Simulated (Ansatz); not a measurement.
Ideal-gas functions of `[CH3][Ga]([SH])[Br]` at 500 K and 1 bar, from an Ansatz frequency run at PBE0-D4/def2-TZVP.

Molar mass 197.74 g/mol, point group Cs (symmetry number 1), electronic degeneracy 1, moments of inertia 157.329, 387.63, 541.813 u Å². Harmonic wavenumbers (cm⁻¹, unscaled): 45, 106, 124, 134, 285, 291, 408, 595, 680, 722, 768, 1228, 1444, 1445, 2717, 3064, 3152, 3166.

Use S(trans) = R[1.5 ln M + 2.5 ln T − 1.1517]; rotational temperatures θ = 24.2544 K / I; S(rot) = R[ln(√π/σ · √(T³/θAθBθC)) + 1.5]; for each mode x = 1.438777 ν̃/T, S = R[x/(eˣ − 1) − ln(1 − e⁻ˣ)] and H = RT x/(eˣ − 1); 1 cm⁻¹ = 0.0119627 kJ/mol; R = 8.31446 J/(mol·K).

Problem. By hand: the entropy, in J/(mol·K).

Solution. Translation 185.5. Rotation: θ = 0.1542, 0.0626, 0.0448 K, giving 126.9. Vibration, mode by mode: 25.32, 18.22, 16.93, 16.29, 10.19, 10.03, 7.44, 4.79, 3.94, 3.59, 3.23, 1.13, 0.68, 0.68, 0.03, 0.01, 0.01, 0.01, in all 122.5. Electronic 0.0. Sum 434.9 J/(mol·K).

Problem. By hand: H − E and G − E in kJ/mol, counted from the electronic energy.

Solution. Zero-point energy ½ × 20374 × 0.0119627 = 121.9; thermal vibration 28.1; translation, rotation and pV give 4 RT = 16.6. H − E = 166.6 kJ/mol, and G − E = 166.6 − 500 × 434.9/1000 = -50.8 kJ/mol.

Vibration gives 28 % of the entropy, 76.8 J/(mol·K) of it from the modes under 150 cm⁻¹: soft modes count most, and the harmonic formula is weakest for them. The sum counts one conformer and one mirror image; others add a mixing term.
